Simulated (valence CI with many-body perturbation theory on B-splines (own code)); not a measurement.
I12+: calculated level list

Method: configuration interaction combined with many-body perturbation theory (CI+MBPT): five valence electrons over a frozen Dirac-Fock core [Kr], radial functions for each j: 7 s, 7 p, 8 d, 6 f, 4 g, 1 h, with the one-electron correlation potential Σ1 (screened to all orders), the two-electron term Σ2, the three-electron term Σ3, Breit, model QED; selected single and double excitations, second order for the rest, scaled by the run's own slope (own B-spline code, finite nucleus).

No measured spectrum was set against this ion. As an estimate, terms of the open shell hold to 2 to 4 % of their energy, and close levels can change places. Among the levels kept, up to 1100 cm⁻¹ of a level comes from second order outside the variational space, and about a tenth of that is noise between levels of different J, which matters for small intervals. Excitations out of the core, of the other parity, are not computed and may begin above about 59.4 eV (a cautious bound); beyond it only levels of the ground parity were kept, without lifetimes.

Levels 1 to 45 of 97, with energies above the lowest level, 4d5 6S_5/2. "Leading %" is the weight of the configuration and term that name the level; weights of strongly mixed levels are sums over their largest components and can fall short. In the jj column 3d3/2^4 stands for four electrons in 3d with j = 3/2.

| No. | Configuration | Term | J | E (eV) | Leading % | g | Leading jj | Second component |
| --- | --- | --- | --- | --- | --- | --- | --- | --- |
| 1 | 4d5 | 6S | 5/2 | 0.000 | 90 | 1.959 | 4d3/2^3 4d5/2^2 (39 %) | 9 % 4d5 4P |
| 2 | 4d5 | 4G | 5/2 | 4.298 | 37 | 0.985 | 4d3/2^4 4d5/2 (66 %) | 17 % 4d5 2F |
| 3 | 4d5 | 4G | 7/2 | 5.105 | 74 | 1.057 | 4d3/2^3 4d5/2^2 (77 %) | 10 % 4d5 2F |
| 4 | 4d5 | 4G | 11/2 | 5.282 | 84 | 1.239 | 4d3/2^3 4d5/2^2 (61 %) | 12 % 4d5 2H |
| 5 | 4d5 | 4G | 5/2 | 5.408 | 41 | 1.086 | 4d3/2^3 4d5/2^2 (48 %) | 27 % 4d5 4D |
| 6 | 4d5 | 4D | 3/2 | 5.422 | 48 | 1.383 | 4d3/2^3 4d5/2^2 (83 %) | 43 % 4d5 4P |
| 7 | 4d5 | 4G | 9/2 | 5.447 | 89 | 1.170 | 4d3/2^2 4d5/2^3 (50 %) | 5 % 4d5 4F |
| 8 | 4d5 | 4P | 1/2 | 6.033 | 58 | 1.651 | 4d3/2^3 4d5/2^2 (52 %) | 36 % 4d5 4D |
| 9 | 4d5 | 4D | 7/2 | 6.515 | 74 | 1.336 | 4d3/2^2 4d5/2^3 (77 %) | 17 % 4d5 4G |
| 10 | 4d5 | 4D | 5/2 | 7.113 | 38 | 1.318 | 4d3/2^3 4d5/2^2 (49 %) | 27 % 4d5 2D |
| 11 | 4d5 | 4D | 1/2 | 7.374 | 62 | 0.970 | 4d3/2^2 4d5/2^3 (81 %) | 34 % 4d5 4P |
| 12 | 4d5 | 2I | 11/2 | 7.555 | 77 | 0.976 | 4d3/2^2 4d5/2^3 (68 %) | 13 % 4d5 2H |
| 13 | 4d5 | 4P | 3/2 | 7.673 | 46 | 1.399 | 4d3/2^2 4d5/2^3 (63 %) | 42 % 4d5 4D |
| 14 | 4d5 | 2F | 7/2 | 8.163 | 41 | 1.124 | 4d3/2^3 4d5/2^2 (73 %) | 32 % 4d5 4F |
| 15 | 4d5 | 2I | 13/2 | 8.172 | 99 | 1.076 | 4d3/2^2 4d5/2^3 (99 %) |  |
| 16 | 4d5 | 2G | 9/2 | 8.376 | 47 | 1.174 | 4d3/2^3 4d5/2^2 (49 %) | 34 % 4d5 4F |
| 17 | 4d5 | 4F | 3/2 | 8.462 | 51 | 0.652 | 4d3/2^2 4d5/2^3 (64 %) | 40 % 4d5 2D |
| 18 | 4d5 | 2F | 5/2 | 8.660 | 29 | 1.063 | 4d3/2^2 4d5/2^3 (47 %) | 24 % 4d5 4F |
| 19 | 4d5 | 4F | 5/2 | 9.462 | 37 | 1.086 | 4d3/2^2 4d5/2^3 (54 %) | 31 % 4d5 2F |
| 20 | 4d5 | 2H | 9/2 | 9.715 | 51 | 1.101 | 4d3/2^2 4d5/2^3 (95 %) | 42 % 4d5 4F |
| 21 | 4d5 | 2G | 7/2 | 9.935 | 55 | 1.021 | 4d3/2^2 4d5/2^3 (81 %) | 26 % 4d5 2F |
| 22 | 4d5 | 2D | 3/2 | 10.323 | 53 | 0.685 | 4d3/2 4d5/2^4 (54 %) | 40 % 4d5 4F |
| 23 | 4d5 | 2F | 5/2 | 10.462 | 57 | 0.983 | 4d3/2^2 4d5/2^3 (64 %) | 20 % 4d5 4F |
| 24 | 4d5 | 2F | 7/2 | 10.581 | 61 | 1.109 | 4d3/2 4d5/2^4 (67 %) | 19 % 4d5 2G |
| 25 | 4d5 | 2F | 7/2 | 11.153 | 51 | 1.150 | 4d3/2 4d5/2^4 (49 %) | 34 % 4d5 4F |
| 26 | 4d5 | 2H | 11/2 | 11.224 | 75 | 1.068 | 4d3/2 4d5/2^4 (90 %) | 19 % 4d5 2I |
| 27 | 4d5 | 2G | 9/2 | 11.389 | 46 | 1.077 | 4d3/2 4d5/2^4 (67 %) | 35 % 4d5 2H |
| 28 | 4d5 | 2S | 1/2 | 11.475 | 86 | 1.966 | 4d3/2^3 4d5/2^2 (34 %) | 7 % 4d5 4P |
| 29 | 4d5 | 2D | 5/2 | 12.321 | 46 | 1.057 | 4d5/2^5 (50 %) | 38 % 4d5 2F |
| 30 | 4d5 | 2D | 3/2 | 12.902 | 92 | 0.815 | 4d3/2 4d5/2^4 (40 %) | 5 % 4d5 4D |
| 31 | 4d5 | 2D | 5/2 | 13.696 | 74 | 1.145 | 4d3/2 4d5/2^4 (39 %) | 17 % 4d5 2F |
| 32 | 4d5 | 2G | 9/2 | 14.197 | 98 | 1.110 | 4d3/2^2 4d5/2^3 (72 %) |  |
| 33 | 4d5 | 2G | 7/2 | 14.579 | 89 | 0.912 | 4d3/2 4d5/2^4 (58 %) | 9 % 4d5 2F |
| 34 | 4d5 | 2P | 3/2 | 16.419 | 86 | 1.263 | 4d3/2^2 4d5/2^3 (77 %) | 12 % 4d5 2D |
| 35 | 4d5 | 2P | 1/2 | 17.108 | 92 | 0.746 | 4d3/2 4d5/2^4 (47 %) | 6 % 4d5 2S |
| 36 | 4d5 | 2D | 5/2 | 18.719 | 96 | 1.197 | 4d3/2^2 4d5/2^3 (73 %) |  |
| 37 | 4d5 | 2D | 3/2 | 19.156 | 85 | 0.862 | 4d3/2 4d5/2^4 (72 %) | 12 % 4d5 2P |
| 38 | 4d4.5s | 6D | 1/2 | 85.064 | 77 | 3.121 | 4d3/2^4 5s (48 %) | 18 % 4d4.5s 4P |
| 39 | 4d4.5s | 6D | 3/2 | 85.710 | 88 | 1.839 | 4d3/2^3 4d5/2 5s (69 %) | 9 % 4d4.5s 4P |
| 40 | 4d4.5s | 6D | 5/2 | 86.358 | 92 | 1.638 | 4d3/2^2 4d5/2^2 5s (60 %) |  |
| 41 | 4d4.5s | 6D | 7/2 | 86.941 | 90 | 1.561 | 4d3/2^2 4d5/2^2 5s (51 %) | 5 % 4d4.5s 4F |
| 42 | 4d4.5s | 4D | 1/2 | 87.325 | 73 | 0.371 | 4d3/2^3 4d5/2 5s (58 %) | 18 % 4d4.5s 2P |
| 43 | 4d4.5s | 6D | 9/2 | 87.448 | 82 | 1.512 | 4d3/2^2 4d5/2^2 5s (41 %) | 14 % 4d4.5s 4F |
| 44 | 4d4.5s | 4D | 3/2 | 88.166 | 85 | 1.207 | 4d3/2^3 4d5/2 5s (47 %) | 5 % 4d4.5s 2P |
| 45 | 4d4.5s | 4D | 5/2 | 88.858 | 83 | 1.313 | 4d3/2^2 4d5/2^2 5s (51 %) | 5 % 4d4.5s 4F |

Names give the largest LS component (configuration and term), which can be under half, so a name can repeat, a term be missing and a line seem to break the LS rules; names also repeat where a configuration has a term twice.

The ionisation energy to 4d4 5D_0 of the next ion comes out as 279.53 eV (NIST: 279 ± 3 eV (theoretical)). All 97 levels together are meant to be complete up to 59.406 eV.
